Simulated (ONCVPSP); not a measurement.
Reading a pseudo-wave (Ir (Z = 77))

Columns: radius, all-electron u(r) and pseudo u(r) of the 5s shell (level -102.06 eV) of iridium in the configuration [Kr] 4d10 4f14 5s2 5p6 5d7 6s1.5; PBEsol, scalar-relativistic, ONCV scheme, ONCVPSP 4.0.1.

```tsv
r (bohr)	all-electron	pseudo
0.118	0.3803	0.2479
0.235	-0.1904	0.4786
0.353	-0.6594	0.6815
0.470	-0.1727	0.8414
0.588	0.5085	0.9541
0.705	0.9761	1.0153
0.822	1.1843	1.0278
0.940	1.1997	0.9957
1.058	1.1008	0.9264
1.175	0.9518	0.8320
1.292	0.7909	0.7234
1.410	0.6380	0.6087
1.528	0.5044	0.4958
1.645	0.3935	0.3923
1.763	0.3030	0.3029
1.880	0.2317	0.2317
1.998	0.1756	0.1756
2.115	0.1327	0.1326
2.232	0.0998	0.0998
2.350	0.0746	0.0746
2.468	0.0556	0.0556
2.585	0.0414	0.0414
2.702	0.0308	0.0308
2.820	0.0228	0.0228
2.938	0.0168	0.0168
3.055	0.0125	0.0125
```

Task: How many radial nodes do the two functions have?

Result: The all-electron 5s function has n − l − 1 = 4 (the table is too coarse to show those close to the nucleus); the pseudo-wave has 0, since the states of the same l below it are removed with the core.

Task: At about which radius was the pseudo-wave matched?

Result: 1.80 bohr, where the columns begin to agree (steps of 0.12 bohr).

Task: Is the pseudo-wave norm-conserving?

Result: Yes: the ONCV scheme keeps the norm inside the radius equal to the all-electron one, which fixes the energy derivative of the logarithmic derivative at the level.
